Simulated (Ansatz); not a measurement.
The pair A = HCl (SMILES Cl) (first 2 atoms), B = ClH3Si (SMILES [SiH3]Cl); geometry from B3LYP-D3(BJ)/def2-TZVP.
(charge 0, multiplicity 1):
```xyz
7

Cl    -0.31354    -0.41779     0.96920
H      0.58980    -0.10066     1.83216
Si    -0.53099     0.36028     4.79361
Cl     1.41984     0.49671     4.07857
H     -1.00330    -1.01547     4.56087
H     -1.35109     1.34035     4.06087
H     -0.49031     0.67209     6.23435
```

Correlated levels freeze the cores.

Run with Ansatz (Gaussian orbitals). 

Total energies (hartree), monomers frozen at their geometry in the pair:

```
structure              PBE/def2-TZVPPD  B3LYP/def2-TZVPPD  CCSD(T)/aug-cc-pV(D+d)Z
---------------------  ---------------  -----------------  -----------------------
AB                       -1211.8417951      -1212.4383128            -1210.8247493
A in the pair's basis     -460.6292332       -460.8377970             -460.2804779
B in the pair's basis     -751.2094721       -751.5991342             -750.5415187
A                         -460.6291353       -460.8377188             -460.2796978
B                         -751.2093877       -751.5990514             -750.5402312
```

Task: Work out the interaction energy without and with the counterpoise correction, and the superposition error, for each level.

Result: 
E(AB) − E(A) − E(B), times 627.509 kcal/mol, with the monomers in their own basis and then in the pair's basis:
- PBE/def2-TZVPPD: -2.05 uncorrected, -1.94 corrected; the monomers gain 0.11 kcal/mol from borrowed functions
- B3LYP/def2-TZVPPD: -0.97 uncorrected, -0.87 corrected; the monomers gain 0.10 kcal/mol from borrowed functions
- CCSD(T)/aug-cc-pV(D+d)Z: -3.02 uncorrected, -1.73 corrected; the monomers gain 1.30 kcal/mol from borrowed functions

Ansatz is an electronic-structure program.
